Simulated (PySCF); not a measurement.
PySCF 2.14 output of an unrestricted PBE0 calculation on a single atom or ion in aug-cc-pVDZ-DK (7s6p4d2f, 59 functions), with scalar relativity by spin-free X2C-1e:

```
SCF conv_tol = 1e-09
number electrons alpha = 12  beta = 10
    C. Adamo and V. Barone.,  J. Chem. Phys. 110, 6158 (1999)
    M. Ernzerhof and G. E. Scuseria.,  J. Chem. Phys. 110, 5029 (1999)
cycle= 1 E= -853.513364089942  delta_E= -0.00438  |g|= 0.00652  |ddm|= 0.85
cycle= 2 E= -853.513444759935  delta_E= -8.07e-05  |g|= 0.00121  |ddm|= 0.0998
cycle= 3 E= -853.513447612503  delta_E= -2.85e-06  |g|= 0.000266  |ddm|= 0.0126
cycle= 4 E= -853.5134476653  delta_E= -5.28e-08  |g|= 8.1e-05  |ddm|= 0.000925
cycle= 5 E= -853.513447670522  delta_E= -5.22e-09  |g|= 3.62e-06  |ddm|= 0.000396
cycle= 6 E= -853.513447670579  delta_E= -5.7e-11  |g|= 4.69e-07  |ddm|= 7.68e-05
converged SCF energy = -853.513447670579  <S^2> = 2.0031554  2S+1 = 3.0021029
```

The run itself started from symmetry-adapted Hartree-Fock orbitals and held the occupation by maximum overlap, on a logarithmic radial grid, so the iterations belong to that start.

Task: Which element, charge and spin multiplicity is this?

Result: Ti (titanium, neutral), multiplicity 3; the state was [Ar] 3d2 4s2, high-spin 3F determinant.
